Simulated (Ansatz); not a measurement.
Geometry optimisation, RKS PBE0-D4/def2-SVP (Ansatz 0.2.0).

Input file:

```yaml
crystal:
  periodic: [false, false, false]
  atoms:
    - { symbol: B, position_ang: [0.002694, 0.271888, 0.006026] }
    - { symbol: F, position_ang: [0.003032, 0.505404, 1.301889] }
    - { symbol: Cl, position_ang: [1.520758, 0.20945, -0.849234] }
    - { symbol: Cl, position_ang: [-1.518249, 0.137095, -0.836017] }
    - { symbol: H, position_ang: [0.052968, -2.024961, 0.68807] }
    - { symbol: H, position_ang: [0.050198, -1.624774, 1.283466] }
basis:
  gaussian: { orbitals: def2-SVP }
hamiltonian:
  xc: pbe0
  dispersion: d4
relax:
  f_tol: 0.03
  max_steps: 50
output:
  orbitals: {}
```

Command:

```bash
$ ansatz run input.yaml --threads 2 --pin off --max-ram 3072MiB --backend cpu --events-out ev --progress --plain --runs-dir out
```

Where does it end, and by what steps?

The forces met the threshold. After 12 steps the energy has fallen by 0.156 eV; H6 moved furthest, 0.48 Å.

```
step  energy less start (eV)  largest force component (eV/Å)  accepted
   0                  0.0000                           1.427       yes
   1                 -0.1194                           0.282       yes
   2                 -0.0473                           1.306        no
   3                 -0.1179                           0.540        no
   4                 -0.1283                           0.274       yes
   5                 -0.1412                           0.290       yes
   6                 -0.1511                           0.181       yes
   7                 -0.1536                           0.073       yes
   8                 -0.1561                           0.087       yes
   9                 -0.1564                           0.092       yes
  10                 -0.1564                           0.073       yes
  11                 -0.1555                           0.109        no
  12                 -0.1565                           0.001       yes
```

```xyz
6
Properties=species:S:1:pos:R:3
B -0.003 0.514 -0.080
F -0.005 0.801 1.200
Cl 1.517 0.369 -0.919
Cl -1.522 0.299 -0.906
H 0.063 -2.450 0.823
H 0.062 -2.059 1.476
```

Whether the end is a true minimum wasn't checked by a vibrational analysis.

Time of the run: 18 s on 2 threads of Arm Neoverse V1 (shared host), peak memory 0.14 GiB.
